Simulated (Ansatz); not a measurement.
Isomers of In$_{20}$⁺ (doublet), relaxed with PBE-D4/def2-SVP; total energies from Ansatz at PBE0-D4/def2-TZVP.

```tsv
isomer	description	energy (Eh)
A	point group not assigned; 52 × In–In 2.93 to 3.39 Å	-3803.48763
B	point group not assigned; 47 × In–In 2.93 to 3.40 Å	-3803.51054
```

In the def2 sets In takes a core potential; there is no spin–orbit coupling. Single mean-field runs in def2-TZVP are fitted with def2-universal-jkfit.

B: The geometry of the charge 1 doublet is only loosely relaxed.

Work out the relative energies (1 Eh = 2625.5 kJ/mol) and the Boltzmann populations at 800 K from electronic energies alone (R = 8.314 J/mol/K).

ΔE: A 60.2, B 0.0 kJ/mol. RT = 6.65 kJ/mol. Factors exp(−ΔE/RT): A 0.000117, B 1; sum 1.000. Populations: A 0.0 %, B 100.0 %. Zero-point energy, vibrational entropy and symmetry numbers are left out and can shift these; an error of 4 kJ/mol changes a ratio by a factor of 1.8. Over the other density-functional and correlated levels in def2 sets, the gap between B and A ranges from 51 to 163 kJ/mol.
